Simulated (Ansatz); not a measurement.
H$_{3}$CdFGe (SMILES [F][Cd][GeH3]), singlet, at the geometry of the source list (core potentials on Cd); PBE/def2-TZVPPD in Ansatz (an electronic-structure program).

Ansatz was given this input:
Ansatz 0.2 input:
```yaml
crystal:
  periodic: [false, false, false]
  atoms:
    - {symbol: Cd, position_ang: [0.04140000, 1.52930000, -1.09890000]}
    - {symbol: F, position_ang: [-1.75460000, 1.44390000, -1.92460000]}
    - {symbol: Ge, position_ang: [0.40120000, -0.35100000, 0.46100000]}
    - {symbol: H, position_ang: [1.17810000, -1.53610000, -0.06700000]}
    - {symbol: H, position_ang: [1.06800000, -0.13010000, 1.79860000]}
    - {symbol: H, position_ang: [-0.93410000, -0.95590000, 0.83090000]}
basis:
  gaussian:
    orbitals: def2-TZVPPD.json
hamiltonian:
  xc: pbe
```
The basis file holds def2-TZVPPD in the JSON format of the Basis Set Exchange.

It wrote (shortened):

```
Functional definition: PBE
1129 factors; their error is unknown
mean field evaluation 1: about -63832.4416 eV, gradient 6.1e1 eV
mean field evaluation 2: about -63630.0046 eV, gradient 2.6e2 eV
mean field evaluation 4: about -63837.8125 eV, gradient 2.8e1 eV
mean field evaluation 8: about -63839.2155 eV, gradient 3.1e-1 eV
mean field evaluation 16: about -63839.2091 eV, gradient 1.6e-4 eV
mean field -63839.20912030 eV, -2346.0476634009 hartree, gradient 5.0e-5 eV, S^2 0.000000; 0 other end points of the search recorded, 0 dependent functions left out
reference -63839.20916769 eV, -2346.0476651426 hartree; 32, 32 occupied and 169, 169 virtual orbitals, 1129 factors
Total energy: -63839.20916769 eV, -2346.0476651426 hartree
```
